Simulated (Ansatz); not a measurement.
Geometry optimisation, RKS PBE0/def2-SVP (Ansatz 0.2.0).

The input (input.yaml):

```yaml
crystal:
  periodic: [false, false, false]
  atoms:
    - { symbol: Ge, position_ang: [0.206735, 0.0, -0.069086] }
    - { symbol: F, position_ang: [0.252716, 0.0, 1.64548] }
    - { symbol: H, position_ang: [1.689701, 0.0, -0.494778] }
    - { symbol: H, position_ang: [-0.5092, 1.277305, -0.534054] }
    - { symbol: H, position_ang: [-0.5092, -1.277305, -0.534054] }
    - { symbol: H, position_ang: [-2.328808, 0.0, 1.012912] }
    - { symbol: H, position_ang: [-1.871745, 0.0, 1.566979] }
basis:
  gaussian: { orbitals: def2-SVP }
hamiltonian:
  xc: pbe0
relax:
  f_tol: 0.03
  max_steps: 50
```

Run as:

```bash
$ ansatz run input.yaml --threads 1 --pin off --max-ram 2048MiB --backend cpu --events-out ev --progress --plain --runs-dir out
```

Task: Where does it end, and by what steps?

Result: The forces met the threshold. The force dipped under the threshold on the way, but the program's further checks kept it going. After 16 steps the energy has fallen by 0.157 eV; H6 moved furthest, 1.37 Å.

| step | energy less start (eV) | largest force component (eV/Å) | accepted |
| --- | --- | --- | --- |
| 0 | 0.0000 | 1.340 | yes |
| 1 | -0.1078 | 0.527 | yes |
| 2 | -0.1350 | 0.112 | yes |
| 3 | -0.1397 | 0.266 | yes |
| 4 | -0.1437 | 0.084 | yes |
| 5 | -0.1468 | 0.076 | yes |
| 6 | -0.1446 | 0.567 | no |
| 7 | -0.1478 | 0.126 | yes |
| 8 | -0.1506 | 0.019 | yes |
| 9 | -0.1508 | 0.347 | yes |
| 10 | -0.1529 | 0.110 | yes |
| 11 | -0.1539 | 0.005 | yes |
| 12 | -0.1557 | 0.103 | yes |
| 13 | -0.1559 | 0.214 | yes |
| 14 | -0.1569 | 0.064 | yes |
| 15 | -0.1571 | 0.003 | yes |
| 16 | -0.1574 | 0.011 | yes |

```xyz
7
Properties=species:S:1:pos:R:3
Ge 0.523 0.000 -0.386
F -0.125 0.000 1.239
H 2.050 0.000 -0.238
H 0.001 1.275 -1.063
H 0.001 -1.275 -1.063
H -3.133 0.000 2.128
H -2.387 0.000 1.975
```

Whether the end is a true minimum wasn't checked by a vibrational analysis.

The run took 29 s on 1 thread of Arm Neoverse V2 (shared host), peak memory 0.13 GiB.
